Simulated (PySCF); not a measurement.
Rubidium: a sound run and one with changed settings

Sound run: Rb⁺ [Kr], Rb²⁺ [Ar] 3d10 4s2 4p5. Calculation: PySCF 2.14, in x2c-SVPall (6s4p5d1f, 50 functions); scalar relativity by spin-free X2C-1e. In the sound run the correlated levels freeze [Ar] 3d10 4s2. The sound run starts from symmetry-adapted Hartree-Fock orbitals and uses a fine grid where one is needed.

Changed run: no relativity, point nucleus. This setting is unsound on purpose.

| species | method | sound run (hartree) | changed run (hartree) | converged |
| --- | --- | --- | --- | --- |
| Rb⁺ | UHF | -2978.69172 | -2916.44966 | yes |
| Rb⁺ | MN15 | -2982.32969 | -2920.09472 | yes |
| Rb⁺ | M06-2X | -2980.69567 | -2918.45440 | yes |
| Rb⁺ | MP2 | -2978.77645 | -2916.53489 | yes |
| Rb⁺ | CCSD(T) | -2978.78442 | -2916.54309 | yes |
| Rb²⁺ | UHF | -2977.67677 | -2915.45120 | yes |
| Rb²⁺ | MN15 | -2981.27201 | -2919.05388 | yes |
| Rb²⁺ | M06-2X | -2979.64598 | -2917.42096 | yes |
| Rb²⁺ | MP2 | -2977.73342 | -2915.50812 | yes |
| Rb²⁺ | CCSD(T) | -2977.74139 | -2915.51627 | yes |

Ionisation energy of Rb⁺:

| method | sound run (eV) | changed run (eV) |
| --- | --- | --- |
| UHF | 27.618 | 27.169 |
| MN15 | 28.781 | 28.323 |
| M06-2X | 28.564 | 28.121 |
| MP2 | 28.382 | 27.940 |
| SCS-MP2 | 28.324 | 27.882 |
| CCSD | 28.362 | 27.920 |
| CCSD(T) | 28.382 | 27.941 |

Most of the change in total energy is the relativistic energy itself. On top of that the contraction fixes the core shape for the Hamiltonian it was made with, so the changed run is not a good calculation with the other Hamiltonian either.

For comparison, NIST gives 27.290 eV between the lowest levels.
